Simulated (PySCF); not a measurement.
GeHF3, SMILES [F][GeH]([F])[F]. Atoms are numbered in the order given.

```xyz
5

Ge     0.0000     0.0000     0.2679
F     -1.3791    -0.7962    -0.3836
F      0.0000     1.5924    -0.3836
F      1.3791    -0.7962    -0.3836
H      0.0000     0.0000     1.7862
```

Coordinates come from a TPSSh-D3(BJ)/def2-SVP optimisation.

The numbers are results of HF/pcSseg-2 (PySCF), not measurements.

GIAO shieldings, no solvent; atoms alike by connectivity are averaged. δ = σ(ref) − σ: ⁷³Ge against GeH4 (σ = 1766.1 ppm); ¹⁹F against CFCl3 (σ = 237.3 ppm); ¹H against TMS (σ = 31.98 ppm), references at their B3LYP-D3(BJ)/def2-TZVP geometries, non-relativistic.

```csv
atoms,nucleus,count,δ (ppm)
Ge1,⁷³Ge,1,133.0
"F2, F3, F4",¹⁹F,3,[?]
H5,¹H,1,5.81
```

Fill in the missing entries. (An estimate is asked for; the answer gives what the named calculation found.)


- F2, F3, F4, δ (ppm): -147.1
